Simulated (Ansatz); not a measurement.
Born–Oppenheimer molecular dynamics of F2H3NSi (7 atoms, charge 0, multiplicity 1). It starts at the highest image of a converged band. Of that band: The profile has 2 maxima (images 3, 5) with wells between them (image 4): this band takes more than one step, which may be the mechanism or a detour left from its start path. Neighbouring images differ by up to 2.3 eV, so the band resolves the path poorly. A vibrational analysis at the climbing image gives one clearly imaginary mode, 1400i cm⁻¹: a first-order saddle point.

Theory: UKS r2SCAN-D4/def2-SVP in Ansatz.

| Property | Result |
| --- | --- |
| ensemble | NVE (velocity Verlet) |
| time step | 0.5 fs |
| steps asked | 200 |
| starting velocities drawn for | 100 K |
| seed | 9113 |

First frame:

```xyz
7
Properties=species:S:1:pos:R:3
Si -0.993 -0.257 -0.059
N 0.851 0.031 -0.146
H 0.225 -1.125 -0.692
F -1.126 -0.417 1.561
F -1.682 1.184 -0.394
H 1.480 0.036 0.665
H 1.246 0.548 -0.935
```

(1) How far do the bonds stretch over the last three quarters of this one trajectory? (Pairs bonded in most of those frames.)

## Answers

(1) 
```tsv
bond	mean (Å)	spread (Å)	shortest	longest
Si1–N2	1.737	0.084	1.61	1.87
Si1–H3	1.663	0.185	1.29	2.02
Si1–F4	1.627	0.035	1.56	1.70
Si1–F5	1.624	0.031	1.58	1.68
N2–H6	1.017	0.007	1.00	1.03
N2–H7	1.017	0.005	1.01	1.03
```

Mean temperature of the second half: 2184 K. The conserved energy stayed within 0.93 meV per atom of its start (net change -0.15 meV per atom), so the integration is sound. The kinetic energy rose, since the run started high on the potential surface and went downhill. A run of 0.1 ps of so small a system gives no equilibrium averages. The orbitals stay closed-shell, which can raise the energy where a bond breaks towards radicals; this wasn't checked here.

Time of the run: 4.4 min on 2 threads of Intel(R) Xeon(R) Platinum 8488C (Sapphire Rapids), on a shared host, peak memory 0.22 GiB.
